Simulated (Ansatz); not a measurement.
Zn3Se3⁺, relaxed as a doublet with UKS PBE-D4/def2-SVP in Ansatz, starting from the GFN1-xTB geometry. Force threshold 0.02 eV/Å.

The relaxation made no stability test and no search for a lower SCF solution. Another isomer (doublet) lies 0.03 eV lower at r2SCAN-D4/def2-SVP; other spin states weren't run for this one.

Start:

Cartesian coordinates in Å:
```
Zn 1.632 -2.857 0.987
Zn -1.176 1.707 0.385
Zn 0.401 -0.795 0.480
Se 0.515 -0.147 -1.991
Se -0.672 1.738 -1.993
Se -0.700 0.354 2.133
```

(1) Estimate the energy that the relaxation releases and the steps that it takes.

(2) Does the start keep its bonding and symmetry?

(3) Predict the relaxed structure.

## Answers

(1) 0.10 eV, in 5 steps; 39 s on 4 threads of Arm Neoverse N1 on a shared host. No frequencies were taken in this run, so the end may be a saddle point.

(2) By distances, no bond broke or formed. The bond that changes most is Se4–Se5, from 2.23 to 2.31 Å (atoms count from 1). Point group Cs at the start, Cs at the end, both within 0.05 Å.

(3) 
```xyz
6

Zn    1.6372   -2.8549    0.9366
Zn   -1.1134    1.6229    0.3335
Zn    0.3726   -0.7531    0.4923
Se    0.5263   -0.1729   -1.9342
Se   -0.6974    1.7841   -2.0314
Se   -0.7253    0.3740    2.2032
```
Bond lengths (bridged metal pairs left out): 4 × Se–Zn 2.28 to 2.50 Å; 1 × Se–Se 2.31 Å; 1 × Zn–Zn 2.49 Å.
